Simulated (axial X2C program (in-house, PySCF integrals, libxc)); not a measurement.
## Outer orbitals of HfP⁻ at 2.212 Å, HF

Computed with an in-house relativistic program for diatomic molecules. Spin-free means the one-electron spin-free X2C Hamiltonian; two-component (2c) means X2C with spin–orbit coupling and atomic mean-field two-electron Coulomb and Gaunt terms, so the difference of the two also holds small scalar two-electron terms. Basis: Hf dyall-acv3z [14s15p10d7f4g], P dyall-av3z [9s8p3d2f] (cores contracted in-house); Gaussian nuclei, density fitting, unrestricted open shells. Masses: Hf 179.947 u, P 30.974 u.

The distance is close to the 2c PBE0 minimum; the highest filled and lowest empty levels are listed.

Spin-free orbitals, state M_S = 0, Λ = 0 (closed shell) (Löwdin shares):

```
symmetry  occupied  ε (eV)             atomic character
     φ-α       yes  -28.10                    100% Hf f
     φ+α       yes  -28.10                    100% Hf f
     δ+α       yes  -27.93                    100% Hf f
     δ-α       yes  -27.93                    100% Hf f
     π+α       yes  -27.82                    100% Hf f
     π-α       yes  -27.82                    100% Hf f
      σα       yes  -27.79                    100% Hf f
      σα       yes  -13.38  61% P s, 14% Hf d, 11% Hf p
      σα       yes   -3.66  60% P p, 18% Hf s, 10% Hf d
     π+α       yes   -2.67   53% P p, 31% Hf d, 8% Hf p
     π-α       yes   -2.67   53% P p, 31% Hf d, 8% Hf p
      σα       yes   -2.10  43% Hf s, 23% Hf d, 13% P p
      σα        no    2.03            94% Hf p, 3% Hf s
     π-α        no    2.14                     99% Hf p
     π+α        no    2.14                     99% Hf p
      σα        no    2.89   90% Hf s, 5% Hf p, 2% Hf d
```

One partner of each degenerate Kramers or spin pair is listed.

Spinors with spin–orbit coupling (state Ω = 0):

```json
{"ω": "5/2", "occupied": "yes", "ε (eV)": "-29.21", "atomic character": "100% Hf f", "λ mixture": "88% φ, 12% δ"}
{"ω": "3/2", "occupied": "yes", "ε (eV)": "-29.04", "atomic character": "100% Hf f", "λ mixture": "74% δ, 26% π"}
{"ω": "1/2", "occupied": "yes", "ε (eV)": "-28.95", "atomic character": "100% Hf f", "λ mixture": "58% π, 42% σ"}
{"ω": "7/2", "occupied": "yes", "ε (eV)": "-27.38", "atomic character": "100% Hf f", "λ mixture": "100% φ"}
{"ω": "5/2", "occupied": "yes", "ε (eV)": "-27.23", "atomic character": "100% Hf f", "λ mixture": "88% δ, 12% φ"}
{"ω": "3/2", "occupied": "yes", "ε (eV)": "-27.12", "atomic character": "100% Hf f", "λ mixture": "74% π, 26% δ"}
{"ω": "1/2", "occupied": "yes", "ε (eV)": "-27.08", "atomic character": "100% Hf f", "λ mixture": "58% σ, 42% π"}
{"ω": "1/2", "occupied": "yes", "ε (eV)": "-13.38", "atomic character": "61% P s, 14% Hf d, 11% Hf p", "λ mixture": "100% σ"}
{"ω": "1/2", "occupied": "yes", "ε (eV)": "-3.67", "atomic character": "60% P p, 18% Hf s, 10% Hf d", "λ mixture": "100% σ"}
{"ω": "1/2", "occupied": "yes", "ε (eV)": "-2.73", "atomic character": "52% P p, 30% Hf d, 9% Hf p", "λ mixture": "98% π, 2% σ"}
{"ω": "3/2", "occupied": "yes", "ε (eV)": "-2.63", "atomic character": "53% P p, 32% Hf d, 8% Hf p", "λ mixture": "100% π"}
{"ω": "1/2", "occupied": "yes", "ε (eV)": "-2.09", "atomic character": "42% Hf s, 23% Hf d, 14% P p", "λ mixture": "98% σ, 2% π"}
{"ω": "1/2", "occupied": "no", "ε (eV)": "2.06", "atomic character": "95% Hf p, 3% Hf s", "λ mixture": "100% σ"}
{"ω": "3/2", "occupied": "no", "ε (eV)": "2.15", "atomic character": "99% Hf p", "λ mixture": "100% π"}
{"ω": "1/2", "occupied": "no", "ε (eV)": "2.15", "atomic character": "99% Hf p", "λ mixture": "100% π"}
{"ω": "1/2", "occupied": "no", "ε (eV)": "2.89", "atomic character": "90% Hf s, 5% Hf p", "λ mixture": "100% σ"}
```

One partner of each degenerate Kramers or spin pair is listed.

Mulliken charges and populations of the two-component result (they depend on the basis, above all on diffuse functions):

Hf -0.46 e (s 11.68 p 24.71 d 22.00 f 14.07 g 0.01), P -0.54 e (s 5.87 p 9.60 d 0.06 f 0.01).

Occupations by symmetry block were frozen at the best pattern of an incomplete PBE0 search. The stretched end of a curve changes character and is left out.
